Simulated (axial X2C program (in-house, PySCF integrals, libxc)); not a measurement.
## Spectroscopic constants of ZrSn

Calculated with an axial X2C code built on PySCF integrals. Spin-free means the one-electron spin-free X2C Hamiltonian; two-component (2c) means X2C with spin–orbit coupling and atomic mean-field two-electron Coulomb and Gaunt terms, so the difference of the two also holds small scalar two-electron terms. Basis: Sn dyall-cv3z [11s12p9d4f1g], Zr dyall-cv3z [11s12p9d6f3g] (cores contracted in-house); Gaussian nuclei, density fitting, unrestricted open shells. Masses: Sn 119.902 u, Zr 89.905 u.

State, spin-free: M_S = 2, Λ = 2 (beyond evenly filled blocks: σα, π+α, π-α, δ+α); electrons by block: σα: 20, σβ: 19, π+α: 10, π+β: 9, π-α: 10, π-β: 9, δ+α: 4, δ+β: 3, δ-α: 3, δ-β: 3. Fragments: Sn + Zr.

State, 2c: Ω = 4 (⟨Sz⟩ = 2.00, ⟨Lz⟩ = 2.00 at PBE0); electrons by block: 1/2: 29, -1/2: 29, 3/2: 13, -3/2: 12, 5/2: 4, -5/2: 3. Fragments: Sn + Zr.

```tsv
Hamiltonian	level	Re (Å)	ωe (cm⁻¹)	De (eV)	D0 (eV)	k (mdyn/Å)	μ (D)
spin-free	PBE0	2.772	211.6	2.36	2.34	1.36	3.30
spin-free	HF	2.861	170.2	n/a	n/a	0.877	5.75
spin-free	MP2	2.803	215.7	1.76	1.74	1.41	n/a
spin-free	CCSD	2.835	195.4	1.70	1.69	1.16	n/a
spin-free	CCSD(T)	2.840	197.2	1.89	1.88	1.18	n/a
spin-free	BHandHLYP	2.796	200.5	1.65	1.63	1.22	3.49
2c	PBE0	2.772	210.2	n/a	n/a	1.34	3.27
2c	HF	2.863	168.7	n/a	n/a	0.862	5.70
2c	CCSD	2.835	195.8	n/a	n/a	1.16	n/a
2c	CCSD(T)	2.840	197.9	n/a	n/a	1.19	n/a
```

Correlated methods: 8 electrons correlated (number of frozen shells: Sn 4 s, 3 p, 2 d; Zr 4 s, 3 p, 1 d), 370 virtual spin orbitals or spinors in MP2, 90 natural virtuals in coupled cluster.

Dipoles are positive if Zr is the positive end.

The state is a single determinant with fixed occupations, the lowest that a limited PBE0 search found. Dissociation energies refer to the lowest single-determinant-based atoms at the same level and basis. De is not given where an atomic determinant may have missed its ground term or J level, or where the truncated virtual space spoils (T). Density functionals use the spin component along the axis (collinear). CCSD and (T) use frozen natural virtuals with an MP2 correction for the truncation; (T) itself is uncorrected, so its De runs slightly low. Other states lie close and PBE0, whose exact exchange favours high spin, may order them wrongly; the determinant shown need not be the ground state. The nearest other spin-free determinant of the search, M_S = 1, Λ = 1, lies 0.45 eV up at the distance of the search. The functionals have no current-density term, which raises determinants with orbital currents, atoms included. With several unpaired electrons one determinant need not be a pure state. The outer-core s and p shells of the metal are frozen in the correlated rows, which leaves out core–valence correlation; for alkali and alkaline-earth bonds that tends to lengthen them. Open-shell Ω = 0 determinants with evenly filled partner blocks cannot be reached by this program, so the Ω shown need not be the lowest component. The T1 diagnostic is large, a sign of multireference character. With the outer-core shells frozen, correlated bond lengths of heavy atoms tend to come out a few hundredths of an ångström too long.

No reliable constants came from BHandHLYP (2c), MP2 (2c): no minimum in range, unconverged points, a curve that is not smooth, a change of character along it, or the two Hamiltonians disagreeing along it.

Rough cost a point (2c) on 1 thread(s) of a shared host, integrals apart: PBE0 1.6 s, HF 2.3 s, CCSD(T) 5 s.

The whole task took 3.5 min on 1 thread of AMD EPYC 9R45 (Zen 5), on a shared host.
